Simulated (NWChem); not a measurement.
Everything below was run with NWChem. System: H3ClZr, charge 0, spin multiplicity 1, at a geometry optimised with PBE0/def2-SVP with def2 effective core potentials on Zr. The structure started from a generated list of species. Level: EOM-CCSD/def2-SVPD with def2 effective core potentials on Zr, 5 core orbitals frozen.

NWChem printed:

```
             Northwest Computational Chemistry Package (NWChem) 7.3.0
             --------------------------------------------------------

                                NWChem Input Module
                                -------------------

 Scaling coordinates for geometry "geometry" by  1.889725989
 (inverse scale =  0.529177249)

 Turning off AUTOSYM since
 SYMMETRY directive was detected!

                             Geometry "geometry" -> ""
                             -------------------------

 Output coordinates in angstroms (scale by  1.889725989 to convert to a.u.)

  No.       Tag          Charge          X              Y              Z
 ---- ---------------- ---------- -------------- -------------- --------------
    1 Zr                  40.0000     0.19117100    -0.59729600     0.00000000
    2 Cl                  17.0000    -0.51572700     1.61129500     0.00000000
    3 H                    1.0000    -0.45556400    -1.43212800     1.50784600
    4 H                    1.0000    -0.45556400    -1.43212800    -1.50784600
    5 H                    1.0000     2.03164500    -0.63593200     0.00000000

 Effective nuclear repulsion energy (a.u.)     198.1395019621

            Nuclear Dipole moment (a.u.)
            ----------------------------
        X                 Y               Z
 ---------------- ---------------- ----------------
    -0.0000037795    -0.0000245664     0.0000000000

      Symmetry information
      --------------------

 Group name             Cs
 Group number              2
 Group order               2
 No. of unique centers     4

      Symmetry unique atoms

     1    2    3    5


 Summary of "ao basis" -> "" (spherical)
 ------------------------------------------------------------------------------
       Tag                 Description            Shells   Functions and Types
 ---------------- ------------------------------  ------  ---------------------
 *                         def2-svpd                  on all atoms

 Summary of "ao basis" -> "ao basis" (spherical)
 ------------------------------------------------------------------------------
       Tag                 Description            Shells   Functions and Types
 ---------------- ------------------------------  ------  ---------------------
 Zr                        def2-svpd                12       34   5s4p2d1f
 Cl                        def2-svpd                11       27   5s4p2d
 H                         def2-svpd                 4        8   2s2p

                                 NWChem SCF Module
                                 -----------------

  ao basis        = "ao basis"
  functions       =    85
  atoms           =     5
  closed shells   =    16
  open shells     =     0
  charge          =   0.00
  wavefunction    = RHF
  use symmetry    = T
  symmetry adapt  = T

 Summary of "ao basis" -> "ao basis" (spherical)
 ------------------------------------------------------------------------------
       Tag                 Description            Shells   Functions and Types
 ---------------- ------------------------------  ------  ---------------------
 Zr                        def2-svpd                12       34   5s4p2d1f
 Cl                        def2-svpd                11       27   5s4p2d
 H                         def2-svpd                 4        8   2s2p

      Symmetry analysis of basis
      --------------------------

        a'         56
        a"         29

 Forming initial guess at       0.1s

      Superposition of Atomic Density Guess
      -------------------------------------

 Sum of atomic energies:        -514.32674279

      Non-variational initial energy
      ------------------------------

 Total energy =    -507.118521
 1-e energy   =    -843.466297
 2-e energy   =     270.976119
 HOMO         =      -0.320943
 LUMO         =      -0.010036

      Symmetry analysis of molecular orbitals - initial
      -------------------------------------------------

  Numbering of irreducible representations:

     1 a'          2 a"

  Orbital symmetries:

     1 a'          2 a'          3 a'          4 a'          5 a"
     6 a'          7 a'          8 a"          9 a'         10 a'
[...]
   0.0008813743344   0.1789322112338    4.86900     1.1     1.1

 Iteration  32 using   53 trial vectors
   0.0000052811797   0.1646461620472    4.48025
   0.0005809007769   0.1789269150881    4.86885     1.1     1.1

 Iteration  33 using   54 trial vectors
   0.0000052548183   0.1646461604037    4.48025
   0.0003146652868   0.1789313232502    4.86897     1.2     1.2

 Iteration  34 using   55 trial vectors
   0.0000052863819   0.1646461573589    4.48025
   0.0001515452877   0.1789326028986    4.86901     1.2     1.2

 Iteration  35 using   56 trial vectors
   0.0000052647458   0.1646461597161    4.48025
   0.0000877925554   0.1789322655228    4.86900     1.2     1.2

 Iteration  36 using   57 trial vectors
   0.0000052431007   0.1646461551246    4.48025
   0.0000527232457   0.1789323465899    4.86900     1.2     1.2

 Iteration  37 using   58 trial vectors
   0.0000050257936   0.1646461598591    4.48025
   0.0000321058660   0.1789321166758    4.86899     1.2     1.2

 Iteration  38 using   59 trial vectors
   0.0000049461170   0.1646461602469    4.48025
   0.0000170072614   0.1789321572208    4.86899     1.4     1.4

 Iteration  39 using   60 trial vectors
   0.0000049831738   0.1646461618736    4.48025
   0.0000090119557   0.1789322244642    4.86900     1.2     1.2
 --------------------------------------------------------------
 Iterations converged
 ------------------

 Excited state root  1
 Excitation energy / hartree =        0.164646161873610
                   / eV      =        4.480251927087512
 largest EOMCCSD amplitudes: R1 and R2

 Singles contributions
    17a'  (alpha) ---    15a'  (alpha)        0.2448421268
    18a'  (alpha) ---    15a'  (alpha)       -0.4615807377
    21a'  (alpha) ---    15a'  (alpha)        0.3880880675
    23a'  (alpha) ---    15a'  (alpha)       -0.1033643424
    19a"  (alpha) ---    16a"  (alpha)       -0.4616853851
    20a"  (alpha) ---    16a"  (alpha)        0.3881013499

 Doubles contributions
 ------------------

 Excited state root  2
 Excitation energy / hartree =        0.178932224464162
                   / eV      =        4.868995634948416
 largest EOMCCSD amplitudes: R1 and R2

 Singles contributions
    18a'  (alpha) ---    15a'  (alpha)       -0.3896964975
    21a'  (alpha) ---    15a'  (alpha)        0.5015658137
    19a"  (alpha) ---    16a"  (alpha)        0.3896796102
    20a"  (alpha) ---    16a"  (alpha)       -0.5014827741

 Doubles contributions

 =========================================
 Excited-state calculation ( a"  symmetry)
 =========================================
 Dim. of EOMCC iter. space      500

 EOMCCSD SOLVER TYPE  1
  maxdiff =   0.47529788512806231

 No. of initial right vectors    3

 EOM-CCSD right-hand side iterations
 --------------------------------------------------------------
      Residuum       Omega / hartree  Omega / eV    Cpu    Wall
 --------------------------------------------------------------

 Iteration   1 using    3 trial vectors
   0.4609283071802   0.2890763714629    7.86617
   0.4680275343605   0.3023358829056    8.22698     2.6     2.6

 Iteration   2 using    5 trial vectors
   0.1488382416595   0.1938713845226    5.27551
   0.1518887812163   0.2042978318890    5.55923     1.8     1.8

 Iteration   3 using    7 trial vectors
   0.0942170171598   0.1736573979614    4.72546
   0.0943719837509   0.1845601898034    5.02214     1.8     1.8

 Iteration   4 using    9 trial vectors
   0.0591129377887   0.1648116455528    4.48475
   0.0644869965109   0.1749402634408    4.76037     1.9     1.9

 Iteration   5 using   11 trial vectors
   0.0384617569116   0.1606558449625    4.37167
   0.0416655376073   0.1697090348904    4.61802     1.9     1.9

 Iteration   6 using   13 trial vectors
   0.0323357227079   0.1574739915901    4.28509
   0.0395253333153   0.1658209818457    4.51222     1.6     1.6

 Iteration   7 using   15 trial vectors
   0.0150818165549   0.1573548284966    4.28184
   0.0218425865626   0.1649379077347    4.48819     1.6     1.6

 Iteration   8 using   17 trial vectors
   0.0055034619723   0.1572259185504    4.27834
   0.0102388679007   0.1647763522158    4.48379     1.7     1.7

 Iteration   9 using   19 trial vectors
   0.0022328949627   0.1572740860065    4.27965
   0.0059144715381   0.1647176983618    4.48220     1.6     1.6

 Iteration  10 using   21 trial vectors
   0.0012833694398   0.1572557449806    4.27915
   0.0044256833169   0.1647155894438    4.48214     1.6     1.6

 Iteration  11 using   23 trial vectors
   0.0007011918977   0.1572208827462    4.27820
   0.0029628177807   0.1645938908144    4.47883     1.8     1.8

 Iteration  12 using   25 trial vectors
   0.0004074361640   0.1572333843546    4.27854
   0.0017576033169   0.1646381214575    4.48003     1.9     1.9

 Iteration  13 using   27 trial vectors
   0.0001884533045   0.1572319650269    4.27850
   0.0010326775746   0.1646568133092    4.48054     1.9     1.9

 Iteration  14 using   29 trial vectors
   0.0000862235527   0.1572342328908    4.27856
   0.0008165888061   0.1646519052012    4.48041     1.8     1.8

 Iteration  15 using   31 trial vectors
   0.0000595100108   0.1572347157654    4.27858
   0.0007506467331   0.1646583384842    4.48058     1.9     1.9

 Iteration  16 using   33 trial vectors
   0.0000286577882   0.1572338252471    4.27855
   0.0004676181711   0.1646460795615    4.48025     2.0     2.0

 Iteration  17 using   35 trial vectors
   0.0000118662945   0.1572339108247    4.27855
   0.0002700688090   0.1646442526025    4.48020     2.0     2.0

 Iteration  18 using   37 trial vectors
   0.0000045840124   0.1572339083654    4.27855
   0.0001448244983   0.1646485123373    4.48032     2.0     2.0

 Iteration  19 using   38 trial vectors
   0.0000045838641   0.1572339083538    4.27855
   0.0000821328543   0.1646477749524    4.48030     1.1     1.1

 Iteration  20 using   39 trial vectors
   0.0000045837974   0.1572339083575    4.27855
   0.0000427082791   0.1646475485216    4.48029     0.9     0.9

 Iteration  21 using   40 trial vectors
   0.0000045837846   0.1572339083594    4.27855
   0.0000204239405   0.1646476675091    4.48029     1.0     1.0

 Iteration  22 using   41 trial vectors
   0.0000045837834   0.1572339083580    4.27855
   0.0000100194028   0.1646474026023    4.48029     1.2     1.2

 Iteration  23 using   42 trial vectors
   0.0000045837819   0.1572339083587    4.27855
   0.0000045167095   0.1646474847528    4.48029     1.1     1.1
 --------------------------------------------------------------
 Iterations converged
 ------------------

 Excited state root  1
 Excitation energy / hartree =        0.157233908358693
                   / eV      =        4.278554160699496
 largest EOMCCSD amplitudes: R1 and R2

 Singles contributions
    18a'  (alpha) ---    16a"  (alpha)        0.5153125669
    21a'  (alpha) ---    16a"  (alpha)       -0.3669869863
    25a'  (alpha) ---    16a"  (alpha)        0.1123419643
    19a"  (alpha) ---    15a'  (alpha)        0.5154180809
    20a"  (alpha) ---    15a'  (alpha)       -0.3670290512
    24a"  (alpha) ---    15a'  (alpha)        0.1123521620

 Doubles contributions
 ------------------

 Excited state root  2
 Excitation energy / hartree =        0.164647484752789
                   / eV      =        4.480287924476847
 largest EOMCCSD amplitudes: R1 and R2

 Singles contributions
    17a'  (alpha) ---    16a"  (alpha)       -0.2449531366
    18a'  (alpha) ---    16a"  (alpha)       -0.4619878859
    21a'  (alpha) ---    16a"  (alpha)        0.3883504897
    23a'  (alpha) ---    16a"  (alpha)        0.1034397315
    19a"  (alpha) ---    15a'  (alpha)        0.4619062776
    20a"  (alpha) ---    15a'  (alpha)       -0.3882723312

 Doubles contributions

 Task  times  cpu:      108.2s     wall:      108.2s

 Total times  cpu:      108.2s     wall:      108.2s
```

Question: Write an NWChem input that would produce this output.

Answer: Several could match; the one computed here: 
```
start mol
memory heap 100 mb stack 700 mb global 1900 mb
geometry units angstroms nocenter noautoz
  Zr     0.191171    -0.597296     0.000000
  Cl    -0.515727     1.611295     0.000000
  H     -0.455564    -1.432128     1.507846
  H     -0.455564    -1.432128    -1.507846
  H      2.031645    -0.635932     0.000000
  symmetry group Cs
end
basis spherical
  * library def2-svpd
end
ecp
  Zr library def2-ecp
end
scf
  rhf
  nopen 0
  maxiter 100
  thresh 1e-7
  semidirect memsize 60000000 filesize 0
end
tce
  freeze core 5
  ccsd
  nroots 2
  2eorb
  2emet 13
  thresh 1e-5
  maxiter 200
  tilesize 24
end
task tce energy
```
